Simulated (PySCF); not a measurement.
Correlation energy of S (sulfur, neutral)

[Ne] 3s1 3p5, high-spin 3P determinant (an excited configuration). Calculation: PySCF 2.14, in x2c-QZVPPall with one added diffuse shell each of s, p, d, f type (10s7p5d3f1g, 86 functions); scalar relativity by spin-free X2C-1e. Frozen: 1s2; 14 electrons correlated.

| level | correlation energy (mhartree) |
| --- | --- |
| CCSD | -400.29 |
| (T) | -30.99 |
| CCSD(T) | -431.28 |

Diagnostics: T1 = 0.022, D1 = 0.0754, largest double amplitude 0.178.

Q: Is a single reference adequate?

A: Not fully. A double-excitation amplitude exceeds 0.15, a sign of near-degeneracy.

This basis was not built for core-valence correlation, so the inner-shell part is incomplete.
